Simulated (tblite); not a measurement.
Compound: C4H6F2O2Si.
Geometry (GFN2-xTB, Å), atoms numbered from 1 in this order:
```
atom  x, y, z in Å
C1    -2.6131    0.4328    0.1292
O2    -1.7188   -0.6319    0.4031
C3    -0.4195   -0.4059    0.1949
C4     0.5485   -1.3065    0.3621
C5     1.9265   -0.8029    0.0611
F6     2.4886   -1.4979   -1.0103
Si7    1.5579    1.0389   -0.3532
F8     1.8265    1.4802   -1.8656
O9    -0.0632    0.8643   -0.1812
H10   -3.6048    0.0409    0.3437
H11   -2.5511    0.7398   -0.9176
H12   -2.4052    1.2947    0.7677
H13    0.3584   -2.3286    0.6237
H14    2.6175   -0.9793    0.8922
H15    2.0474    2.0693    0.5284
```

Computed with GFN2-xTB (tblite): harmonic, unscaled wavenumbers at the GFN2-xTB geometry, gas phase. The method is semi-empirical: single wavenumbers can be off by several per cent or more. Modes of hydrogen on silicon can be 10 to 20 % off. One conformer, not necessarily the lowest.

Harmonic wavenumbers (cm⁻¹): 64.3, 84.3, 110.3, 127.2, 166.9, 189.7, 258.4, 319.2, 390.9, 442.8, 525.2, 572.7, 589.2, 606.4, 648.7, 699.8, 737.9, 843.5, 888.2, 931.6, 987.2, 1030.8, 1041.1, 1121.5, 1144.2, 1169.6, 1212.8, 1260.0, 1275.9, 1397.2, 1452.6, 1467.5, 1705.6, 2463.3, 2914.2, 2962.7, 2975.2, 3038.4, 3169.4.

A = 2231, B = 1047, C = 789.9 MHz; mass 152.011 u (most abundant isotopes); point group C1, symmetry number 1.

Q: What is the zero-point energy?

A: Half the sum of the wavenumbers: 21493 cm⁻¹ = 257.12 kJ/mol.

Q: What is S at 350 K and 1 bar for an ideal gas of classical rigid rotors and harmonic oscillators?

A: Translation 174.85, rotation 125.62, vibration 137.21: S = 437.7 J/(mol K).

Q: And Cp and H(350 K) − H(0)?

A: Cp = 172.13 J/(mol K), of which vibrations give 138.87 (their classical limit is 39 R = 324.3); H(350 K) − H(0) = 36.94 kJ/mol without the zero-point energy, 25.30 from vibrations.

Q: Which modes carry the vibrational entropy at 350 K?

A: 64.3 cm⁻¹: 19.40; 84.3 cm⁻¹: 17.17; 110.3 cm⁻¹: 14.96; 127.2 cm⁻¹: 13.80; 166.9 cm⁻¹: 11.61; 189.7 cm⁻¹: 10.59 J/(mol K); the other 33 give 49.68 together.

Q: Blend soft modes into free rotors: weight 1/[1 + (100 cm⁻¹/ν̃)⁴] for the oscillator and the rest for a rotor with moment μB/(μ + B), μ = h/(8π²ν), B = 10⁻⁴⁴ kg m². What vibrational entropy results?

A: 128.58 J/(mol K) in place of 137.21, which changes −T·S at 350 K by +3.02 kJ/mol.

Hindered rotation and anharmonicity are outside this model. Other conformers, if any are populated, would add a mixing term that is left out. The structure is chiral; the term R ln 2 for an equal mix with its mirror image is left out.
